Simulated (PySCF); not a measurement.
These compounds are isomers of formula C$_{8}$H$_{9}$F$_{3}$.

A. SMILES FC(F)=C(F)[C@]12CC[C@H](C1)C2
B. `CC/C=C\C#CCC(F)(F)F`
C. SMILES FC(F)(F)C1=C[C@@H]2CC[C@H]1C2

Spectrum 1. 13C{1H} NMR (computed): δ 148.3 (CH), 146.9 (C), 132.7 (C), 52.5 (CH2), 45.9 (CH), 45.0 (CH), 27.3 (CH2), 27.3 (CH2).

Spectrum 2. 13C{1H} NMR (computed): δ 167.9 (C), 139.9 (C), 48.7 (C), 43.0 (CH2), 37.9 (CH), 30.9 (CH2), 30.9 (CH2).

Spectrum 3. 13C{1H} NMR (computed): δ 158.3 (CH), 134.7 (C), 113.3 (CH), 92.9 (C), 89.7 (C), 30.5 (CH2), 29.8 (CH2), 16.0 (CH3).

PySCF calculation with structure optimised with GFN2-xTB and NMR shieldings at PBE0/pcSseg-1/GIAO; averaged over atoms made equivalent by symmetry, fast rotation or ring inversion, one computed conformer, non-relativistic Hamiltonian, no solvent model.

Shifts are taken against calculated references (same method and geometry level): 13C vs TMS. Splittings of carbon signals by F and P are missing where no couplings were computed. Shifts are as computed. Against solution values, carbons near 30 ppm lie about +3 ppm off and those near 130 ppm about +5 ppm. Of 1211 compounds with measured shifts, 218 miss one by over three times the rms of a fit or turn the order of signals round; such compounds aren't used in these exercises.

Which spectrum belongs to which compound?

## Answers

1–C, 2–A, 3–B.

- Spectrum 1 (C): 8 13C signals; δC 148.3 is an alkene CH; δC 146.9 is a fully substituted alkene carbon.
- Spectrum 2 (A): 7 13C signals; δC 139.9 is a fully substituted alkene carbon; δC 48.7 is an allylic quaternary sp3 carbon.
- Spectrum 3 (B): 8 13C signals; δC 158.3 is an alkene CH; δC 134.7 is a CF3 carbon.
